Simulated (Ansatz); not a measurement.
Species: C₃H₈Si, SMILES `C1C[SiH2]C1` (charge 0, multiplicity 1).

Give a relaxed geometry from Ansatz (a quantum-chemistry and plane-wave program) with PBE0-D3(BJ)/def2-TZVP.

the end point of this relaxation (outside a Z-matrix the atoms follow the SMILES, hydrogens last).
Cartesian coordinates (Å) in one orientation:
```xyz
12

C     -1.050    -0.017    -0.234
C     -0.110     1.208    -0.066
Si     1.301    -0.040    -0.035
C     -0.170    -1.142     0.378
H     -2.035     0.095     0.226
H     -1.209    -0.214    -1.298
H     -0.180     1.980    -0.830
H     -0.245     1.672     0.914
H      2.432     0.112     0.925
H      1.871    -0.310    -1.385
H     -0.286    -2.135    -0.053
H     -0.319    -1.210     1.458
```
